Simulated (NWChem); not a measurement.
# SnH2BrF; SMILES [F][SnH2][Br]

Program: NWChem. Medium grid unless said otherwise, to which SCAN and Minnesota functionals are sensitive. The geometry was optimised at PBE0/def2-SVP. def2 effective core potentials on Sn; no spin-orbit coupling. Total energies of different functionals are on different scales.

```csv
level,energy (Ha),highest occupied level (eV),orbital gap (eV),dipole (D)
B3LYP/def2-SVP,-2889.2557,-8.14,6.55,2.82
PBE/def2-SVP,-2888.6660,-7.11,4.90,2.65
M06/def2-SVP,-2889.1106,-8.48,7.18,3.01
TPSS/def2-SVP,-2888.9924,-7.29,5.16,2.67
BHandHLYP/def2-SVP,-2889.0372,-9.59,9.25,3.08
N12/def2-SVP,-2891.1546,-6.92,4.78,2.78
"LDA (Slater exchange, VWN5)/def2-SVP",-2884.6221,?,4.76,?
```

Q: Some entries are withheld; supply them.

A: 
- LDA (Slater exchange, VWN5)/def2-SVP, highest occupied level (eV): -7.21
- LDA (Slater exchange, VWN5)/def2-SVP, dipole (D): 2.73
